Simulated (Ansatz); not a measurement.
`O[Si](O)(Cl)[GeH2][Cl]` + `FCCl` → `O[Si](O)(Cl)Cl` + `F[CH2][GeH2][Cl]`  (formal exchange of groups at the Si–Ge bond)

Calculated with Ansatz (gas phase, PBE0-D4/def2-TZVP geometries, no zero-point term in ΔE). CCSD(T)/CBS adds triple-zeta CCSD(T) − MP2 to the extrapolated MP2 energy (def2 sets, frozen cores). This one scheme is used for every species. Functionals use def2-TZVPP. B3LYP here is the variant with VWN-RPA as its local correlation; programs differ in this. For Ge outer-core shells are correlated without core-valence functions, which leaves a few kJ/mol of doubt a bond. Scalar relativity is left out up to krypton. Each species was taken in one conformer, which may not be the lowest.

```
         level  ΔE (kJ/mol)
          PBE0       -107.8
         B3LYP       -110.2
 HF/def2-TZVPP       -126.1
MP2/def2-QZVPP       -123.1
```

Q: What does CCSD(T)/CBS give? (An estimate is asked.)

A: Ansatz gave: -116.4 kJ/mol. The listed levels differ from it by 8.6, 6.2, -9.7, -6.7 kJ/mol.

Largest T1 diagnostic among the species: 0.011.

From PBE to PBE0 (25 % exact exchange), in def2-TZVPP and without D4, ΔE moves by −8.3 kJ/mol. The D4 term adds +3.1 kJ/mol with B3LYP and +2.1 kJ/mol with PBE0; it sums over pairs of atoms, weighted by their polarisabilities, and B3LYP, whose exchange is more repulsive, gets the larger term. In def2-TZVPP, CCSD(T) changes the Hartree–Fock value by +9.6 kJ/mol (the triples alone add +2.5 kJ/mol) and MP2 by +3.2 kJ/mol.
